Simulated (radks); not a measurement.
Q: Excited configurations of Rh3+: one electron is placed in a higher orbital outside [Kr] 4d5. The ground configuration is [Kr] 4d6. Method: scalar-relativistic Kohn-Sham, SCAN, spin-polarised, spherical densities, finite nucleus; open shells are filled with parallel spins first (spin-orbit coupling, left out, can overturn this in heavy ions); meta-GGA in the generalised Kohn-Sham scheme; Fermi nuclear charge, rms radius 4.4945 fm; computed with a radial shooting solver on a logarithmic mesh with Libxc functionals. Excitation = E - E(ground); binding = E(ion) - E, where the ion is the core of charge +4; n* = 4/sqrt(2 binding) in atomic units, and the quantum defect is n - n*.

| outer orbital | excitation (eV) | binding (eV) | n* | quantum defect | eigenvalue (eV) | <r> (bohr) |
|---|---|---|---|---|---|---|
| 5s | 6.867 | 36.862 | 2.430 | 2.570 | -33.041 | 2.360 |
| 5p | 14.864 | 28.865 | 2.746 | 2.254 | -25.492 | 2.731 |
| 5f | 33.486 | 10.243 | 4.610 | 0.390 | -8.763 | 6.356 |
| 6p | 28.394 | 15.336 | 3.768 | 2.232 | -13.725 | 5.249 |
| 6d | 32.513 | 11.217 | 4.405 | 1.595 | -9.932 | 6.697 |
| 6f | 36.632 | 7.098 | 5.538 | 0.462 | -6.228 | 10.03 |
| 7p | 34.132 | 9.597 | 4.763 | 2.237 | -8.630 | 8.466 |

Estimate the row for 7d.

A: excitation (eV) 36.244; binding (eV) 7.486; n* 5.393; quantum defect 1.607; eigenvalue (eV) -6.686; <r> (bohr) 10.38. The Delta-SCF ionisation energy is 43.730 eV (NIST Atomic Spectra Database: 42 eV, theoretical). Self-interaction in the functional shifts the binding energies and quantum defects, so they are the method's values and not measured ones. Open shells are spherical and high-spin; term and fine-structure splittings are not resolved.
